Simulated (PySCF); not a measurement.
silolane (C₄H₁₀Si), SMILES C1CC[SiH2]C1.

Geometry: B3LYP-D3(BJ)/def2-SVP. The values are those of a single conformer.

Level of theory: PBE/def2-TZVP in PySCF.

Symmetry labels are those of the subgroup C2 that the program uses (full group C2).

Q: List the valence orbital energies around the gap with their symmetry. (Estimate from the structure and the level; the computed values follow.)

A: 
```
orbital  symmetry  energy (eV)
-------  --------  -----------
HOMO−7          A       -10.14
HOMO−6          B        -9.13
HOMO−5          B        -8.43
HOMO−4          A        -8.24
HOMO−3          A        -7.75
HOMO−2          B        -7.60
HOMO−1          A        -7.19
HOMO            B        -6.81
LUMO            A         0.04
LUMO+1          B         0.06
LUMO+2          B         0.68
LUMO+3          A         1.27
```
